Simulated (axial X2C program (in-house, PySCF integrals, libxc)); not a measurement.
# ErC⁺: the levels of the configuration f11 s0

Computed with an in-house all-electron X2C program for linear molecules (integrals from PySCF): two-component X2C with atomic mean-field Coulomb and Gaunt terms, basis Er dyall-v3z, C dyall-v3z (cores contracted in-house). Orbitals come from Hartree–Fock averaged over the configuration Er f11 s0; CI then distributes these electrons over the f, s shells of Er.

R = 1.974 Å (near the minimum of the configuration average).

Active spinors (ω > 0):

```json
{"shell": "f", "ω": "5/2", "ε (eV)": "-21.54", "character": "100% Er f"}
{"shell": "f", "ω": "3/2", "ε (eV)": "-21.39", "character": "100% Er f"}
{"shell": "f", "ω": "1/2", "ε (eV)": "-21.37", "character": "100% Er f"}
{"shell": "f", "ω": "7/2", "ε (eV)": "-20.41", "character": "100% Er f"}
{"shell": "f", "ω": "5/2", "ε (eV)": "-20.34", "character": "100% Er f"}
{"shell": "f", "ω": "3/2", "ε (eV)": "-20.21", "character": "99% Er f"}
{"shell": "f", "ω": "1/2", "ε (eV)": "-20.14", "character": "99% Er f"}
{"shell": "s", "ω": "1/2", "ε (eV)": "-5.62", "character": "70% Er s, 18% Er p, 6% Er d"}
```

Lowest levels of this model:

```
   Ω  energy (cm⁻¹)     g∥  configuration
 5/2              0   6.01       100% f11
 3/2              5   3.60       100% f11
 1/2             15   1.20       100% f11
 7/2             21   8.44       100% f11
 9/2             87  10.85       100% f11
11/2            198  13.22       100% f11
15/2            262  17.97       100% f11
13/2            302  15.57       100% f11
 3/2           5922   3.34       100% f11
 5/2           5924   5.59       100% f11
 1/2           5926   1.11       100% f11
 7/2           5947   7.84       100% f11
 9/2           6010  10.03       100% f11
11/2           6108  12.16       100% f11
13/2           6173  14.39       100% f11
 3/2           9707   2.93       100% f11
 5/2           9709   4.92       100% f11
 1/2           9710   0.97       100% f11
 7/2           9739   6.85       100% f11
 9/2           9823   8.71       100% f11
11/2           9918  10.72       100% f11
 3/2          12333   2.29       100% f11
 5/2          12353   3.75       100% f11
 1/2          12378   0.78       100% f11
 7/2          12528   5.27       100% f11
 9/2          12630   6.94       100% f11
```

g∥ is the magnitude of 2⟨Lz + ge Sz⟩ for the +Ω component.

(1) From Ω and g∥ of the lowest level, whose 2⟨Lz + ge Sz⟩ is positive, find ⟨Sz⟩ and ⟨Lz⟩ (ge = 2.0023).

Occupations of the active spinors in the lowest level by ω, shell by shell in order of energy: -7/2: 0.52; -5/2: 0.93 0.57; -3/2: 0.94 0.57; -1/2: 0.99 0.50 0.00; 1/2: 0.91 0.79 0.00; 3/2: 0.94 0.49; 5/2: 1.00 0.85; 7/2: 0.99. The leading determinant has weight 0.26 among 371.

This point took 5.6 s on 1 thread of Arm Neoverse N1 (shared host).

There is no dynamic correlation: spin–orbit spacings and, for f shells, spacings inside one term are the most reliable numbers, splittings between terms come out too wide, and energies between configurations are not reliable, so the lowest level need not be the ground state of the molecule. At most 4 roots were kept for each Ω > 0 (twice that for Ω = 0) within 2.2 eV of the lowest, so higher up levels can be missing between those listed; levels with Ω > 0 are doubly degenerate and listed once, Ω = 0 levels singly. States that fill the shells left empty in the average are placed too high. Along the bond the averaged SCF switches between close solutions, so this one may not be the lowest.

Answers

(1) Ω = ⟨Lz⟩ + ⟨Sz⟩ = 5/2 and ⟨Lz⟩ + ge⟨Sz⟩ = 3.005, so ⟨Sz⟩ = 0.50 and ⟨Lz⟩ = 2.00.
